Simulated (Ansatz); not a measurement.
`NB1B[SiH2]1` + H–F → `FB1B[SiH2]1` + NH₃ at 600 K and 1 bar (ligand exchange at a B–N bond).

Gas-phase electronic energies from Ansatz, PBE0-D4/def2-TZVP geometries. CCSD(T)/CBS is the MP2 limit (def2-TZVPP, def2-QZVPP) plus CCSD(T) − MP2 in def2-TZVPP, frozen cores. This one scheme is used for every species. One conformer a species, not always the lowest.

```tsv
species	CCSD(T)/CBS energy (Eh)	H − E (kJ/mol)	S (J/(mol·K))
`NB1B[SiH2]1`	-396.33626	208.7	405.9
H–F	-100.39570	42.3	194.0
`FB1B[SiH2]1`	-440.23019	137.7	377.3
NH₃	-56.50880	112.4	219.5
```

H − E and S are ideal-gas, rigid-rotor, harmonic terms from PBE0-D4/def2-TZVP, for one conformer and one mirror image of each species. 1 Eh = 2625.50 kJ/mol, R = 8.31446 J/(mol·K).

By hand: ΔE, ΔH, ΔS and ΔG.

ΔE = (-440.23019) + (-56.50880) − (-396.33626) − (-100.39570) = -0.00703 Eh = -18.5 kJ/mol. Δ(H − E) = 137.7 + 112.4 − 208.7 − 42.3 = -0.9, so ΔH = -19.4 kJ/mol. ΔS = 377.3 + 219.5 − 405.9 − 194.0 = -3.1 J/(mol·K). ΔG = -19.4 − 600 × (-3.1)/1000 = -17.5 kJ/mol.

By hand: the equilibrium constant, and the temperature at which ΔG would vanish if ΔH and ΔS stayed fixed.

log₁₀ K = −ΔG/(RT ln 10) = 1.5. ΔG = 0 at ΔH/ΔS = 6258 K, far beyond where these terms or the molecules hold.

The number of gas molecules stays the same, so ΔS is small and ΔH decides. A doubt of 5 kJ/mol in ΔE shifts log₁₀ K by 0.4 here. Other conformers and mirror images would add mixing entropy, several J/(mol·K) or more a flexible species. These are equilibria of isolated gas molecules and say nothing of rates. Largest T1 diagnostic: 0.016 (customary marks: 0.02 for closed shells, 0.045 for open ones).
